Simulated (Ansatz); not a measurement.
A structure relaxed at PBE-D4/def2-TZVPD in Ansatz, charge -1, singlet:

Cartesian coordinates in Å:
```
Cu 0.000 0.000 0.001
Br -1.093 1.948 0.402
Br 1.093 -1.947 -0.403
```

**Question.** Give its formula and point group.

**Answer.** CuBr₂⁻. Point group D∞h (tolerance 0.1 Å).

**Question.** Summarise the bond lengths by kind (pairs closer than 1.2 times the sum of covalent radii, bridged metal pairs left out).

**Answer.** 2 × Br–Cu 2.27 Å. The metal has 2 neighbours: Br 2.27 Å, Br 2.27 Å.

The relaxation made no stability test and no search for a lower SCF solution. The structure comes from a short search, and lower isomers may exist.
